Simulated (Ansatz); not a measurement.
Basis-set extrapolation for `C[Si](C)(S)Cl` (PBE0-D4/def2-TZVP geometry, frozen core, Ansatz). Multiplicity 1, RHF reference.

```csv
,def2-TZVPP,def2-QZVPP
HF,-1225.961708,-1225.998424
MP2 correlation,-0.845713,-0.913648
CCSD(T) correlation,-0.950249,not run
```

Energies in hartree. Use E(X) = E(∞) + A·exp(−7.88·√X) for Hartree–Fock and E(X) = E(∞) + B·X^(−2.97) for correlation, with X = 3 and 4, and add CCSD(T) minus MP2 of the smaller set to the MP2 limit.

Problem. What is the CCSD(T) energy at the basis-set limit?

Solution. HF limit: -1225.998424 + (-0.036716) × 0.13774 = -1226.00348. MP2 limit: -0.913648 + (-0.067935) × 0.74074 = -0.96397. Higher-order term: -0.950249 − (-0.845713) = -0.10454. Total: -1227.07199 hartree, 420.2 kJ/mol below CCSD(T)/def2-TZVPP.
